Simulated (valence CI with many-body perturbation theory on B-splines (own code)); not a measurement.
# Ho17+ in brief

Calculated by configuration interaction combined with many-body perturbation theory (CI+MBPT): four valence electrons over a frozen Dirac-Fock core [Kr] 4d10, radial functions for each j: 7 s, 7 p, 7 d, 7 f, 4 g, 2 h, with the one-electron correlation potential Σ1 (screened to all orders), the two-electron term Σ2, the three-electron term Σ3, Breit, model QED; selected single and double excitations, second order for the rest, scaled by the run's own slope (own B-spline code, finite nucleus).

No measured levels were compared; by estimate terms of the open shell hold to a few per cent of their energy, and close levels can change places.

Rates and lifetimes use the calculated energies. Strong lines usually hold to 10 to 20 %, long lifetimes can be off by a factor of two.

(1) What is the ground level?

(2) Where does the other parity begin?

(3) How is the term 5I of the ground level split?

(4) Name the longest-lived excited levels whose lifetime is computed, and their main decay.

(5) What is the ionisation energy?

(6) How well does LS coupling describe the low levels?

## Answers

(1) 4f4 5I_4, composition 93 % 4f4 5I + 7 % 4f4 3H, g = 0.613.

(2) At 4f3.5s 5I°_4, 170770 cm⁻¹.

(3) J = 4 at 0, J = 5 at 5226, J = 6 at 10457, J = 7 at 15509, J = 8 at 20340 cm⁻¹.

(4) 4f4 5F_2 at 26800 cm⁻¹ lives 203 s, mostly by M1 to 4f4 5F_1; 4f4 5S_2 at 31799 cm⁻¹ lives 1.11 s, mostly by M1 to 4f4 5F_2; 4f4 5F_3 at 30137 cm⁻¹ lives 442 ms, mostly by M1 to 4f4 5F_2. The lifetime of 4f4 5F_1 is too uncertain to give, and may be longer.

(5) 397.9 eV; NIST lists 408 ± 20 eV (theoretical).

(6) Among the lowest 20 levels the leading LS term, summed over configurations, holds 73 % on average. For single configurations the figures are 73 % in LS and 58 % in jj coupling. Terms mix most in the J = 8 level at 40987 cm⁻¹, where the leading one holds 36 %.
